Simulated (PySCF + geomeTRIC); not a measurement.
A geometry relaxed with B3LYP-D3(BJ)/def2-TZVP (PySCF + geomeTRIC), charge 0, multiplicity 1:

```xyz
12

H     -0.6680     1.1715    -1.3713
H      2.4803     1.4540    -0.3425
H     -1.9352    -0.5871    -0.1919
C     -1.0524    -0.8174     0.3967
H     -2.0006    -2.3578     1.4960
H      1.0100    -0.2754     0.7256
C      0.1329    -0.0346     0.1291
H      1.6079     2.5997    -1.8142
B      1.5239     1.7283    -1.0041
C     -1.1000    -1.7865     1.3156
H     -0.2319    -2.0344     1.9150
C      0.2266     0.9541    -0.7903
```

Task: Write the SMILES of this molecule.

Result: `B/C=C/C=C`
